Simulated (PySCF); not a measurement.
CF₃, SMILES F[C](F)F, multiplicity 2. Coordinates come from a r2SCAN-D4/def2-TZVP optimisation. The isomer is the one that the SMILES or the coordinates give; other isomers of the formula were not compared.

Computed equilibrium geometry at r2SCAN-D4/def2-TZVP (PySCF confirms it by a frequency run) as bond lengths and angles, and its point group:
point group C3v.
Atoms: F1 C2 F3 F4. Bonds (Å): F1–C2 1.321, C2–F3 1.321, C2–F4 1.321. Angles (°): F1–C2–F3 111.2, F1–C2–F4 111.2, F3–C2–F4 111.2.
Charge 0, spin multiplicity 2.
